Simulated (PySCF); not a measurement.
Two species compared at the same levels of theory.

First species: C₈H₁₄.
Atom-mapped SMILES: `[CH2:1]=[CH:2][CH:3]1[CH2:4][CH2:5][CH2:6][CH2:7][CH2:8]1` (hydrogens: H9, H10 on C1; H11 on C2; H12 on C3; H13, H14 on C4; H15, H16 on C5; H17, H18 on C6; H19, H20 on C7; H21, H22 on C8)

Structure used (PBE0-D3(BJ)/def2-SVP), in Å, numbered top down from 1:
```
atom  x, y, z in Å
C1     3.289   -0.097    0.309
C2     2.085    0.255    0.763
C3     0.784    0.013    0.063
C4     0.073    1.332   -0.266
C5    -1.273    1.103   -0.945
C6    -2.174    0.198   -0.112
C7    -1.481   -1.120    0.215
C8    -0.135   -0.892    0.894
H9     3.407   -0.611   -0.651
H10    4.200    0.112    0.876
H11    2.011    0.769    1.732
H12    0.996   -0.505   -0.891
H13   -0.082    1.894    0.674
H14    0.726    1.956   -0.896
H15   -1.768    2.068   -1.140
H16   -1.105    0.637   -1.933
H17   -2.433    0.714    0.831
H18   -3.126    0.014   -0.636
H19   -2.125   -1.748    0.851
H20   -1.322   -1.688   -0.720
H21    0.370   -1.851    1.090
H22   -0.298   -0.420    1.881
```

Second species: Sn(GeH3)H3.
Bonds: Sn1–Ge2. Hydrogens: H6, H7, H8 on Sn1; H3, H4, H5 on Ge2.

Levels: wB97X-D/def2-SVPD for HOMO energy, LUMO energy, HOMO–LUMO gap and static isotropic polarisability; TDDFT wB97X-D/def2-SVPD for lowest singlet excitation; TDA wB97X-D/def2-SVPD for lowest triplet excitation (Tamm–Dancoff); ΔSCF wB97X-D/def2-SVPD for vertical ionisation energy. Geometries: PBE0-D3(BJ)/def2-SVP. Each structure is a single optimised conformer of the isolated species (atoms past krypton carry core potentials, spin–orbit coupling is left out); the electronic structure was computed with PySCF and density fitting.

Values for the first species:

- HOMO energy: -9.15 eV
- LUMO energy: 2.19 eV
- HOMO–LUMO gap: 11.34 eV
- Lowest singlet excitation: 7.38 eV
- Lowest triplet excitation (Tamm–Dancoff): 4.52 eV
- Static isotropic polarisability: 94.5 au
- Vertical ionisation energy: 9.33 eV

(1) Estimate the same properties for the second species, and the change in each.

Results:

(1) 
```
                                property     first    second  second less first
                             HOMO energy  -9.15 eV  -9.64 eV           -0.49 eV
                             LUMO energy   2.19 eV   1.17 eV           -1.02 eV
                           HOMO–LUMO gap  11.34 eV  10.81 eV           -0.53 eV
               lowest singlet excitation   7.38 eV   7.07 eV           -0.31 eV
lowest triplet excitation (Tamm–Dancoff)   4.52 eV   6.02 eV           +1.50 eV
         static isotropic polarisability   94.5 au   80.4 au           -14.1 au
              vertical ionisation energy   9.33 eV   9.93 eV           +0.60 eV
```

On the first: The ΔSCF ionisation energy exceeds −ε(HOMO) by 0.18 eV with wB97X-D. The vertical singlet–triplet gap S1 − T1 is 2.86 eV (TDDFT singlet less Tamm–Dancoff triplet; S1: HOMO→LUMO, weight 0.96; T1: HOMO→LUMO, weight 0.89).

On the second: S1 lies 3.74 eV below the HOMO–LUMO gap; its leading configuration is HOMO→LUMO+1, weight 0.97. The ΔSCF ionisation energy exceeds −ε(HOMO) by 0.29 eV with wB97X-D. Atoms past krypton carry effective core potentials; spin–orbit coupling is left out.
